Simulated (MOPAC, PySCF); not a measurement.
[Au(H2O)(Cl)], neutral singlet in the gas phase. 

Cartesian coordinates (Å):
```xyz
5

Au     0.0079    -0.0268    -0.0210
O      0.4225     1.7903     1.1108
H      0.1946     1.6394     2.0503
H     -0.1852     2.4968     0.8127
Cl    -0.4097    -1.8988    -1.1899
```
Charge 0, multiplicity 1.

All levels are single points at this geometry (PBE-D3(BJ)/def2-SVP); Pople sets use spherical d functions. Orbital energies aren't observables, and empty levels follow the basis.

```tsv
level	HOMO (eV)	LUMO (eV)	gap (eV)	dipole (D)	vertical IE, Delta-SCF (eV)
B3LYP-D3(BJ)/def2-TZVP in PySCF	-6.94	-2.12	4.82	7.60	–
PBE-D3(BJ)/def2-TZVP in PySCF	-5.87	-2.70	3.17	7.34	–
TPSSh-D3(BJ)/def2-TZVP in PySCF	-6.43	-2.15	4.28	7.65	–
B3LYP/6-311+G** (LANL2DZ on Au) in PySCF	-7.10	-2.34	4.76	7.60	–
B3LYP/6-31G* (LANL2DZ on Au) in PySCF	-7.00	-2.08	4.93	7.74	9.66
B3LYP/LANL2DZ in PySCF	-7.05	-2.14	4.92	7.89	–
BP86/6-31G* (LANL2DZ on Au) in PySCF	-6.08	-2.77	3.31	7.48	–
M06-2X/6-31G* (LANL2DZ on Au) in PySCF	-8.52	-0.89	7.63	8.19	–
PBE/6-31G* (LANL2DZ on Au) in PySCF	-5.95	-2.70	3.25	7.48	9.50
SVWN5/6-31G* (LANL2DZ on Au) in PySCF	-6.14	-2.94	3.21	7.42	–
HF/6-31G* (LANL2DZ on Au) in PySCF	-10.24	1.22	11.46	8.97	9.42
PM6 in MOPAC	-10.26	-2.64	7.62	6.67	–
PM7 in MOPAC	-10.22	-0.82	9.40	6.50	–
```
